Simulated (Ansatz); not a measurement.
Ansatz (a quantum-chemistry and plane-wave program) input (HF/STO-3G):

Ansatz 0.2 input:
```yaml
crystal:
  periodic: [false, false, false]
  atoms:
    - {symbol: N, position_ang: [-1.05680351, 0.25284490, -0.05704666]}
    - {symbol: C, position_ang: [0.37648253, 0.45507724, -0.05035200]}
    - {symbol: O, position_ang: [1.00952981, -0.60916002, 0.00889062]}
    - {symbol: H, position_ang: [-1.36052142, -0.66151563, 0.30999442]}
    - {symbol: H, position_ang: [-1.57698767, 1.03441814, 0.32031923]}
basis:
  gaussian:
    orbitals: STO-3G
hamiltonian:
  xc: {name: HF}
total_charge: -1
relax: {f_tol: 0.003, max_steps: 120}
```

Q: Predict the final energy.

A: -165.89381 Eh.
